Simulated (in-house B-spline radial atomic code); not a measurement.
How G0W0 and RPA depend on the start: Te5+

Configuration [Kr] 4d10 5s1, highest spin. Computed with an all-electron radial atomic-structure program (B-spline basis): all electrons, non-relativistic, point nucleus, each spin shell either full or empty, empty states to l = 9 with an (l + 1/2)⁻⁴ tail; G0W0 by contour deformation at full frequency.

Without relativity these are model numbers: it shifts the levels of so heavy an element strongly and can reorder them.

```tsv
start	mean-field 5s up (eV)	G0W0 (eV)	QP weight	RPA correlation (Eh)
Hartree-Fock	-66.81	-68.64	0.981	-3.4181
LDA VWN5	-63.88	?	?	?
PBE	-63.37	-69.06	0.967	-3.6917
PBE0	-64.41	-68.94	0.971	-3.6161
r2SCAN	-63.45	-69.01	0.969	-3.6422
HSE06	-64.10	-68.97	0.970	-3.6217
B3LYP (VWN-RPA)	-64.52	-69.01	0.970	-3.6326
SCAN	-63.72	-69.03	0.969	-3.6402
TPSS	-63.05	-69.05	0.967	-3.6776
BHandHLYP	-65.59	-68.87	0.975	-3.547
CAM-B3LYP	-66.19	-68.94	0.975	-3.604
LC-wPBE	-67.39	?	?	?
wB97X	-66.63	-68.82	0.977	-3.5912
PBEsol	-63.43	-69.08	0.967	-3.6938
BLYP	-63.54	-69.11	0.967	-3.6934
r2SCAN0	-64.55	-68.91	0.973	-3.5831
LDA exchange-only	-62.75	-69.18	0.967	-3.6964
```

**Question.** What G0W0 level, weight and RPA correlation energy follow from the LDA VWN5 start?

**Answer.** G0W0 level -69.14 eV, weight 0.966, RPA correlation -3.6973 hartree.

**Question.** What G0W0 level, weight and RPA correlation energy follow from the LC-wPBE start?

**Answer.** G0W0 level -68.86 eV, weight 0.977, RPA correlation -3.608 hartree.

**Question.** How much of the dependence on the start does G0W0 remove?

**Answer.** The mean-field levels span 4.64 eV and the G0W0 levels 0.543 eV. Against 69.1 ± 2 eV (NIST, tabulated theory) the G0W0 removal energies are off by -0.46 to +0.08 eV, with relativity, Breit and QED terms left out.
